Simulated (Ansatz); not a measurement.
One change: `F[Si](F)(Cl)[GeH3]` becomes `CS[Si](F)(F)Cl`.

Ansatz, PBE0-D4/def2-TZVP geometries, multiplicity 1. Each molecule was computed in one conformer, which needn't be the lowest.

Scalar relativity is left out up to krypton.

```tsv
property	`F[Si](F)(Cl)[GeH3]`
HOMO–LUMO gap (PBE/def2-TZVPP) / eV	6.66
HOMO energy (PBE/def2-TZVPP) / eV	-7.68
LUMO energy (PBE0/def2-TZVPP) / eV	-0.20
HOMO energy (ωB97M-V/def2-TZVPP) / eV	-10.97
LUMO energy (B3LYP/def2-TZVPP) / eV	-0.38
size of the dipole moment (ωB97M-V/def2-TZVPP) / D	1.82
```

(1) Give the same properties after the change, and the shifts. (An estimate is asked.)

Answers

(1) The calculation gave: 
```
                                          property  `CS[Si](F)(F)Cl`  shift
               HOMO–LUMO gap (PBE/def2-TZVPP) / eV              5.35  -1.31
                 HOMO energy (PBE/def2-TZVPP) / eV             -6.49   1.19
                LUMO energy (PBE0/def2-TZVPP) / eV             -0.19   0.01
             HOMO energy (ωB97M-V/def2-TZVPP) / eV             -9.97   1.00
               LUMO energy (B3LYP/def2-TZVPP) / eV             -0.43  -0.05
size of the dipole moment (ωB97M-V/def2-TZVPP) / D              2.04   0.22
```

The zero-point energy changes by 42.3 kJ/mol with +3 modes. Dipoles are sizes alone; their direction can turn.

B3LYP here is the variant with VWN-RPA as its local correlation; programs differ in this.
